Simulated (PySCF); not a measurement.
sulfur trioxide (O3S), singlet, geometry from GFN2-xTB, with bond 4-2 at 1.3 times its length; HF/6-31G** in PySCF.

The PySCF input:
```python
from pyscf import gto, scf

mol = gto.M(
    atom='''
O    -0.69178694   -1.23678958   -0.04601210
S    -0.00000000    0.00000000   -0.00000000
O    -0.72514024    1.21840142   -0.00209182
O     1.84200535    0.02390462    0.06253510
''',
    basis='6-31g**',
    verbose=4,
)

mf = scf.RHF(mol)
mf.DIIS = scf.ADIIS
mf.kernel()
mf.analyze()
```

Q: Write the output that PySCF gives for this input, abridged.

A: 
```
PySCF version 2.14.0

[INPUT] verbose = 4
[INPUT] num. atoms = 4
[INPUT] num. electrons = 40
[INPUT] charge = 0
[INPUT] spin (= nelec alpha-beta = 2S) = 0
[INPUT] symmetry False subgroup None
[INPUT] Mole.unit = angstrom
[INPUT] Symbol           X                Y                Z      unit          X                Y                Z       unit  Magmom
[INPUT]  1 O     -0.691786940000  -1.236789580000  -0.046012100000 AA   -1.307287853151  -2.337193579916  -0.086950267416 Bohr   0.0
[INPUT]  2 S      0.000000000000   0.000000000000   0.000000000000 AA    0.000000000000   0.000000000000   0.000000000000 Bohr   0.0
[INPUT]  3 O     -0.725140240000   1.218401420000  -0.002091820000 AA   -1.370316455501   2.302444993581  -0.003952966902 Bohr   0.0
[INPUT]  4 O      1.842005350000   0.023904620000   0.062535100000 AA    3.480885631484   0.045173184912   0.118174212172 Bohr   0.0

nuclear repulsion = 169.999559624099
number of shells = 26
number of NR pGTOs = 132
number of NR cGTOs = 60
basis = 6-31g**
ecp = {}

******** <class 'pyscf.scf.hf.RHF'> ********
method = RHF
initial guess = minao
damping factor = 0
level_shift factor = 0
DIIS = <class 'pyscf.scf.diis.ADIIS'>
diis_start_cycle = 1
diis_space = 8
diis_damp = 0
SCF conv_tol = 1e-09
SCF conv_tol_grad = None
SCF max_cycles = 50
direct_scf = True
direct_scf_tol = 1e-13
Set gradient conv threshold to 3.16228e-05
Initial guess from minao.
init E= -622.609082305167
  HOMO = -0.414030692276243  LUMO = -0.116361303297138  gap/eV = 8.10000
cycle= 1 E= -621.599907634553  delta_E= 1.01  |g|= 1.04  |ddm|= 2.62
  HOMO = -0.369026973055627  LUMO = -0.101908650860924  gap/eV = 7.26866
cycle= 2 E= -621.625137798078  delta_E= -0.0252  |g|= 1.04  |ddm|= 1.68
  HOMO = -0.534821744391489  LUMO = -0.0280022153923398  gap/eV = 13.79126
cycle= 3 E= -621.860423129567  delta_E= -0.235  |g|= 0.196  |ddm|= 0.95
  HOMO = -0.459635393083287  LUMO = -0.0146249219651802  gap/eV = 12.10935
cycle= 4 E= -621.866667945595  delta_E= -0.00624  |g|= 0.194  |ddm|= 0.317
  HOMO = -0.533174441434244  LUMO = -0.00254552379979867  gap/eV = 14.43915
cycle= 5 E= -621.874409663068  delta_E= -0.00774  |g|= 0.0982  |ddm|= 0.216
  HOMO = -0.495124079828182  LUMO = -0.0081883789361461  gap/eV = 13.25020
cycle= 6 E= -621.87628934507  delta_E= -0.00188  |g|= 0.0891  |ddm|= 0.161
  HOMO = -0.535608168045393  LUMO = 0.000560030562634317  gap/eV = 14.58988
cycle= 7 E= -621.877804883104  delta_E= -0.00152  |g|= 0.0565  |ddm|= 0.109
  HOMO = -0.512891537955782  LUMO = -0.00343855855467812  gap/eV = 13.86292
cycle= 8 E= -621.878423628762  delta_E= -0.000619  |g|= 0.043  |ddm|= 0.0846
  HOMO = -0.533828522542996  LUMO = 0.00111570945894046  gap/eV = 14.55657
cycle= 9 E= -621.878765738179  delta_E= -0.000342  |g|= 0.0283  |ddm|= 0.0531
  HOMO = -0.522192663618348  LUMO = -0.00104303263829797  gap/eV = 14.18120
cycle= 10 E= -621.878918413712  delta_E= -0.000153  |g|= 0.0204  |ddm|= 0.0412
  HOMO = -0.53227618584465  LUMO = 0.00114078597384815  gap/eV = 14.51502
cycle= 11 E= -621.878994364233  delta_E= -7.6e-05  |g|= 0.0134  |ddm|= 0.025
  HOMO = -0.52674171214867  LUMO = 0.000101377871428721  gap/eV = 14.33613
cycle= 12 E= -621.87902800399  delta_E= -3.36e-05  |g|= 0.0095  |ddm|= 0.0192
  HOMO = -0.531111052803387  LUMO = 0.00110588805670364  gap/eV = 14.48236
cycle= 13 E= -621.879044352112  delta_E= -1.63e-05  |g|= 0.00618  |ddm|= 0.0115
  HOMO = -0.528691108789839  LUMO = 0.000629528762415177  gap/eV = 14.40355
cycle= 14 E= -621.879051426215  delta_E= -7.07e-06  |g|= 0.00437  |ddm|= 0.00883
  HOMO = -0.530441719047958  LUMO = 0.00108259673827149  gap/eV = 14.46351
cycle= 15 E= -621.879054877656  delta_E= -3.45e-06  |g|= 0.00282  |ddm|= 0.00524
  HOMO = -0.529350440026662  LUMO = 0.000869010301029594  gap/eV = 14.42801
cycle= 16 E= -621.879056330874  delta_E= -1.45e-06  |g|= 0.002  |ddm|= 0.00401
  HOMO = -0.530135796259874  LUMO = 0.00107168766461507  gap/eV = 14.45489
cycle= 17 E= -621.879057054215  delta_E= -7.23e-07  |g|= 0.00128  |ddm|= 0.00238
  HOMO = -0.529646497949817  LUMO = 0.000976811104957065  gap/eV = 14.43900
cycle= 18 E= -621.879057348467  delta_E= -2.94e-07  |g|= 0.000913  |ddm|= 0.00182
  HOMO = -0.529998434396192  LUMO = 0.00106723969416933  gap/eV = 14.45103
cycle= 19 E= -621.879057500067  delta_E= -1.52e-07  |g|= 0.000575  |ddm|= 0.00107
  HOMO = -0.529777975198158  LUMO = 0.0010249325213838  gap/eV = 14.44388
cycle= 20 E= -621.879057557989  delta_E= -5.79e-08  |g|= 0.000424  |ddm|= 0.000827
  HOMO = -0.529937937301297  LUMO = 0.00106573645218866  gap/eV = 14.44935
cycle= 21 E= -621.879057590632  delta_E= -3.26e-08  |g|= 0.000261  |ddm|= 0.000491
  HOMO = -0.529839013144608  LUMO = 0.00104692987433941  gap/eV = 14.44614
cycle= 22 E= -621.879057602413  delta_E= -1.18e-08  |g|= 0.000193  |ddm|= 0.000375
  HOMO = -0.529911011754995  LUMO = 0.00106521953391736  gap/eV = 14.44860
cycle= 23 E= -621.879057609177  delta_E= -6.76e-09  |g|= 0.000118  |ddm|= 0.000223
  HOMO = -0.529866785603404  LUMO = 0.00105687980085412  gap/eV = 14.44717
cycle= 24 E= -621.879057611619  delta_E= -2.44e-09  |g|= 8.68e-05  |ddm|= 0.000169
  HOMO = -0.529887015462401  LUMO = 0.00106204801255361  gap/eV = 14.44786
cycle= 25 E= -621.879057613384  delta_E= -1.77e-09  |g|= 1.77e-05  |ddm|= 6.33e-05
  HOMO = -0.529888700651819  LUMO = 0.00106286292654545  gap/eV = 14.44793
cycle= 26 E= -621.879057613563  delta_E= -1.79e-10  |g|= 1.58e-05  |ddm|= 1.84e-05
  HOMO = -0.529886548342565  LUMO = 0.00106308206816896  gap/eV = 14.44788
Extra cycle  E= -621.879057613796  delta_E= -2.33e-10  |g|= 1.11e-05  |ddm|= 3.28e-05
converged SCF energy = -621.879057613796
**** SCF Summaries ****
Total Energy =                        -621.879057613796249
Nuclear Repulsion Energy =             169.999559624099334
One-electron Energy =                -1194.638600145866121
Two-electron Energy =                  402.759982907970539
Two-electron Coulomb Energy =          452.382103191872716
DFT Exchange-Correlation Energy =      -49.622120283902177
HOMO-LUMO gap [eV] =                    14.447875350282807
**** MO energy ****
MO #1   energy= -92.2740128621963  occ= 2
MO #2   energy= -20.6795478402397  occ= 2
MO #3   energy= -20.6795054384303  occ= 2
MO #4   energy= -20.6629177118358  occ= 2
MO #5   energy= -9.25554117953424  occ= 2
MO #6   energy= -6.94021796336979  occ= 2
MO #7   energy= -6.93917609222809  occ= 2
MO #8   energy= -6.93645380525611  occ= 2
MO #9   energy= -1.56859679759915  occ= 2
MO #10  energy= -1.456606007215    occ= 2
MO #11  energy= -1.28719267733595  occ= 2
MO #12  energy= -0.896302469262132 occ= 2
MO #13  energy= -0.741799090693575 occ= 2
MO #14  energy= -0.739133926477204 occ= 2
MO #15  energy= -0.725515959133978 occ= 2
MO #16  energy= -0.592372040571538 occ= 2
MO #17  energy= -0.568878751676027 occ= 2
MO #18  energy= -0.555014096648446 occ= 2
MO #19  energy= -0.530658079100577 occ= 2
MO #20  energy= -0.529886548342565 occ= 2
MO #21  energy= 0.00106308206816896 occ= 0
MO #22  energy= 0.0403511993554706 occ= 0
MO #23  energy= 0.252950569995368  occ= 0
MO #24  energy= 0.255428370020381  occ= 0
MO #25  energy= 0.402935971185925  occ= 0
MO #26  energy= 0.417743012804147  occ= 0
MO #27  energy= 0.50362380861212   occ= 0
MO #28  energy= 0.584659777054939  occ= 0
 ** Mulliken pop on meta-lowdin orthogonal AOs  **
 ** Mulliken pop  **
 ** Mulliken atomic charges  **
charge of    0O =     -0.68809
charge of    1S =      1.88071
charge of    2O =     -0.68809
charge of    3O =     -0.50453
Dipole moment(X, Y, Z, Debye): -0.72095, -0.00936, -0.02448
```
